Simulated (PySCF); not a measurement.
Br4CrO, multiplicity 1. Atoms are numbered in the order given.

```xyz
6

Cr     0.0000     0.0000     0.3848
O      0.0000     0.0000     1.9070
Br     1.6281     1.6281    -0.1749
Br    -1.6281    -1.6281    -0.1749
Br    -1.6281     1.6281    -0.1749
Br     1.6281    -1.6281    -0.1749
```

Coordinates come from a r2SCAN-D4/def2-SVP optimisation. The multiplicity is an assumed one; other spin states were not compared.

Computed with PySCF with HF/def2-TZVP.

Symmetry labels are those of the subgroup C2v that the program uses (full group C4v).

Computed valence orbital energies around the gap with their symmetry:
```json
[
 {"orbital": "HOMO−7", "symmetry": "B2", "energy (eV)": "-13.65"},
 {"orbital": "HOMO−6", "symmetry": "A1", "energy (eV)": "-13.15"},
 {"orbital": "HOMO−5", "symmetry": "B1", "energy (eV)": "-12.07"},
 {"orbital": "HOMO−4", "symmetry": "B2", "energy (eV)": "-12.07"},
 {"orbital": "HOMO−3", "symmetry": "A2", "energy (eV)": "-11.64"},
 {"orbital": "HOMO−2", "symmetry": "B1", "energy (eV)": "-11.28"},
 {"orbital": "HOMO−1", "symmetry": "B2", "energy (eV)": "-11.28"},
 {"orbital": "HOMO", "symmetry": "A2", "energy (eV)": "-10.69"},
 {"orbital": "LUMO", "symmetry": "A2", "energy (eV)": "-3.42"},
 {"orbital": "LUMO+1", "symmetry": "B1", "energy (eV)": "-0.94"},
 {"orbital": "LUMO+2", "symmetry": "B2", "energy (eV)": "-0.94"},
 {"orbital": "LUMO+3", "symmetry": "A1", "energy (eV)": "-0.77"}
]
```
